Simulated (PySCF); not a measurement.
NMR data sheet: C₆H₁₂O

- Formula: C6H12O
- SMILES: C/C=C(\C)COC
- Point group of the computed structure: C1
- Degrees of unsaturation: 1
- Carbon signals: 6
- Proton signals: 5

Bonds (- single, = double, # triple, : aromatic): C1-C2, C2=C3, C3-C4, C3-C5, C5-O6, O6-C7. C1 carries H8, H9, H10; C2 carries H11; C4 carries H12, H13, H14; C5 carries H15, H16; C7 carries H17, H18, H19. Stereochemistry as in C/C=C(\C)COC.

Computed data (PySCF 2.14.0 with density-fitted response routines): CAM-B3LYP/pcSseg-1 with gauge-including orbitals, couplings computed with B3LYP/pcJ-1 (without the spin–dipole term), PBE0-D3(BJ)/def2-SVP structure. Relativity neglected, equivalent nuclei averaged, no solvent model, a single conformation.

Chemical shifts δ = σref − σ; 1H (σ = 31.33 ppm) and 13C (σ = 182.45 ppm) vs TMS; 17O (σ = 338.55 ppm) against H2O, all at this level.

| carbon | δC, type | δH (multiplicity, J in Hz) | HMBC from (abs. J ≥ 3 Hz) | span of the C tensor (ppm) |
| --- | --- | --- | --- | --- |
| C1 | 15.0, CH3 | 1.72 (d of sext, 8.1, 1.5) | H11 | 30 |
| C2 | 133.9, CH | 5.46 (qqt, 8.1, 2.1, 1.3) | H15/H16, H8/H9/H10, H12/H13/H14 | 205 |
| C3 | 145.2, C | – | H8/H9/H10, H12/H13/H14 | 229 |
| C4 | 12.8, CH3 | 1.70 (quint, 1.7) | H11, H15/H16 | 29 |
| C5 | 81.3, CH2 | 3.69 (quint, 1.3) | H11, H17/H18/H19, H12/H13/H14 | 61 |
| C7 | 56.0, CH3 | 3.04 (s) | H15/H16 | 86 |

Other nuclei:
```json
{"atoms": "O6", "nucleus": "17O", "environment": "ether oxygen", "δ (ppm)": "19.3", "σ (ppm)": "319.3"}
```

Selected couplings (Hz, signed; the shortest-range and largest first, 30 at most; isotopes 13C, 1H): 1J(C2,H11) 157.5, 1J(C5,H15) 145.5, 1J(C7,H17) 144.9, 1J(C4,H12) 133.2, 1J(C1,H8) 132.3, 1J(C2,C3) 79.4, 1J(C1,C2) 48.0, 1J(C3,C5) 46.9, 1J(C3,C4) 46.4, 2J(C2,C5) 5.3, 2J(C4,C5) 3.2, 2J(C2,C4) 2.3, 2J(C5,C7) -2.0, 3J(H8,H11) 8.1, 3J(C1,C5) 5.2, 3J(C1,C4) 4.2, 4J(H11,H12) -2.1, 4J(H11,H15) -1.3.

- Carbon types of the structure: 1 × C, 1 × CH, 1 × CH2, 3 × CH3, which accounts for all hydrogens.
- δC 145.2: fully substituted alkene carbon; the olefinic region.
- δC 133.9: alkene CH; an sp2 carbon of a C=C bond.
- δC 81.3: allylic sp3 CH2 bonded to O; pulled downfield by the heteroatom.
- δC 15.0, 12.8: allylic methyl carbon; a saturated carbon with 1 carbon neighbour and no heteroatom attached.
- δH 3.69: hydrogen on an allylic sp3 CH2 bonded to O; its carbon carries O, which withdraws density.
- The protons at 1.72 and 5.46 share a coupling of 8.1 Hz (vicinal).

Splittings below 1 Hz are ignored in the labels, and close J values are merged. Unscaled 3J(H,H) at this level run about 10 % above measured values. Shifts are as computed, not scaled to solution data. Of 1211 compounds with measured shifts, 218 miss one by over three times the rms of a fit or turn the order of signals round; such compounds aren't used in these exercises. Experimental scales use liquid or dissolved standards, which lie at an offset from isolated H2O (liquid H2O: subtract about 36 ppm).
